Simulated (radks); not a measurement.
Results of a calculation; reference values are marked as such.
Cr4+, 20 electrons, occupied as [Ar] 3d2.

Level of theory: Dirac Kohn-Sham, PBE, spin-unpolarised, spherical densities, point nucleus; open shells are shared between the two j in proportion to 2j + 1 (a radial shooting solver on a logarithmic mesh with Libxc functionals).

Energy parts (eV):
| part | energy |
|---|---|
| total | -28484.676 |
| kinetic | 28823.995 |
| electron-nucleus | -66809.570 |
| Hartree | 10777.154 |
| exchange-correlation | -1276.255 |

Orbitals (lengths in bohr, moments of r in powers of bohr):
orbital  occ.  eigenvalue (eV)  <1/r>     <r^2>
1s1/2       2        -5941.100  23.88  0.005432
2s1/2       2        -730.0239  5.068    0.1014
2p1/2       2        -629.2087  5.006   0.08198
2p3/2       4        -620.5701  4.930   0.08367
3s1/2       2        -132.7651  1.615    0.8797
3p1/2       2        -104.2058  1.504    0.9714
3p3/2       4        -103.0853  1.489    0.9868
3d3/2     0.8         -58.0722  1.238     1.273
3d5/2     1.2         -57.9456  1.235     1.279

The highest occupied level is 3d5/2 at -57.946 eV. The density falls to 0.001 e/bohr^3 at r = 2.54 bohr.
